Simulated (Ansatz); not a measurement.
Gas-phase electronic energies from Ansatz, PBE0-D4/def2-TZVP geometries. CBS: MP2 limit from def2 TZ/QZ plus the TZ coupled-cluster correction, frozen cores. This one scheme is used for every species. Functionals use def2-TZVPP. For Br, K outer-core shells are correlated without core-valence functions, which leaves a few kJ/mol of doubt a bond. Scalar relativity is left out up to krypton.

Consider the formal hydrolysis of a K–Br bond: `[K][Br]` + H₂O → `[OH][K]` + HBr.

`[K][Br]`:

Cartesian coordinates in Å:
```
K 1.180 0.469 -0.644
Br -1.180 -0.469 0.644
```

H₂O:

```xyz
3

O     0.095    0.377    0.009
H     0.285   -0.288    0.673
H    -0.381   -0.089   -0.682
```

`[OH][K]`:

Z-matrix (Å, degrees):
```
O
K 1 2.210
H 1 0.955 2 180.0
```

HBr:

Cartesian coordinates in Å:
```
Br 0.573 -0.379 -0.178
H -0.573 0.379 0.178
```

```csv
level,ΔE (kJ/mol)
r2SCANh,183.0
SCS-MP2/def2-TZVPP,178.4
CCSD/def2-QZVPP,180.0
HF/CBS(def2),212.9
```

(1) What does CCSD(T)/CBS give? (Estimate.)

Largest T1 diagnostic among the species: 0.011.

Answers

(1) The calculation gave: +171.8 kJ/mol. The listed levels differ from it by 11.2, 6.6, 8.2, 41.1 kJ/mol.

From BLYP to BHLYP (50 % exact exchange), in def2-TZVPP and without D4, ΔE moves by +31.1 kJ/mol. Leaving LDA and LC-ωPBE aside and taking each functional with its dispersion term where it has one, the values, not all of them listed here, spread over 33.0 kJ/mol, from BLYP-D4 to BHLYP-D4. LDA lies −3.7 kJ/mol from PBE without D4. At CCSD(T), def2-SVP lies +13.5 kJ/mol from the extrapolated value and def2-TZVPP +9.7 kJ/mol.
